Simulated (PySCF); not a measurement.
FHMgSe. Atoms are numbered in the order given.

```xyz
4

Mg    -0.0033     1.2271     0.0000
F      0.0019     2.9960     0.0000
Se    -0.0418    -1.1916     0.0000
H      1.4427    -1.1739     0.0000
```
Charge 0, spin multiplicity 1.

The structure is a stationary point at PBE-D3(BJ)/def2-TZVP. Other conformers were not sampled.

All values below come from B3LYP/def2-TZVPD (PySCF).

Isolated molecule, no solvent.

The total energy is -2702.29663 hartree. The point group comes out as Cs. The highest occupied level comes out as -6.90 eV and the lowest empty level is -2.01 eV. The orbital gap comes out as 4.89 eV. The dipole moment is 0.96 D and the quadrupole, principal values (traceless, Buckingham form, about the centre of nuclear charge) is -18.91, 6.17, 12.74 D·Å. The mean static polarisability is 54.7 bohr³ (8.11 Å³) and the polarisability, principal values is 47.1, 50.3, 66.7 bohr³.
